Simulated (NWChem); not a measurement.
# iminoborane (BNH2); SMILES B=N

```xyz
4

B      0.0001     0.6867     0.0000
N      0.0002    -0.5459     0.0000
H     -0.0002     1.8583     0.0000
H      0.0032    -1.5374     0.0000
```
Atoms are numbered in this order, from 1.

Computed with NWChem. Structure relaxed at the PBE0-D3(BJ)/def2-TZVP level. Isotropic indirect couplings, all four terms, static geometry, non-relativistic.

For level B3LYP/pcJ-1:

| Quantity | Result |
|---|---|
| J(11B atom 1, 14N atom 2) (Hz) | 66.1 |
| J(11B atom 1, 1H atom 3) (Hz) | 261.6 |

Task: Estimate the same quantities for level PBE/pcJ-1.

Result: 
| Property | Value |
|---|---|
| J(11B atom 1, 14N atom 2) (Hz) | 62.8 |
| J(11B atom 1, 1H atom 3) (Hz) | 245.0 |
